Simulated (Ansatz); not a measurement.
`FC[SiH](F)S` from Hartree–Fock to CCSD(T)

Z-matrix (Å, degrees):
```
C
Si 1 1.886
F 1 1.391 2 110.4
H 1 1.095 2 110.5 3 -119.8
H 1 1.095 2 111.2 3 120.0
S 2 2.111 1 109.6 3 45.2
F 2 1.598 1 107.8 3 -77.0
H 2 1.480 1 111.5 3 165.2
H 6 1.346 2 92.4 1 -37.2
```

Total charge 0; spin multiplicity 1. The geometry is a stationary point of PBE0-D4/def2-TZVP. It is one conformer, not always the lowest. Frozen core, restricted reference, the Gaussian-basis code of Ansatz. CBS rows extrapolate triple and quadruple zeta; past MP2 they add the triple-zeta difference.

```json
{"basis": "def2-SVP", "HF (Eh)": "-925.21044", "MP2 corr.": "-0.73118", "CCSD corr.": "-0.77593", "(T)": "-0.01666", "CCSD(T) total": "-926.00303"}
{"basis": "def2-TZVPP", "HF (Eh)": "-925.76060", "MP2 corr.": "?", "CCSD corr.": "-1.00354", "(T)": "?", "CCSD(T) total": "?"}
{"basis": "def2-QZVPP", "HF (Eh)": "?", "MP2 corr.": "-1.04988", "CCSD corr.": "–", "(T)": "–", "CCSD(T) total": "–"}
{"basis": "CBS(def2)", "HF (Eh)": "?", "MP2 corr.": "-1.11351", "CCSD corr.": "-1.15306", "(T)": "as TZ", "CCSD(T) total": "?"}
```

Question: Fill in the withheld values. (Best estimate.)

Answer: The calculation gave: def2-TZVPP MP2 corr.: -0.96399; def2-TZVPP (T): -0.03512; def2-TZVPP CCSD(T) total: -926.79926; def2-QZVPP HF (Eh): -925.79209; CBS(def2) HF (Eh): -925.79643; CBS(def2) CCSD(T) total: -926.98461.
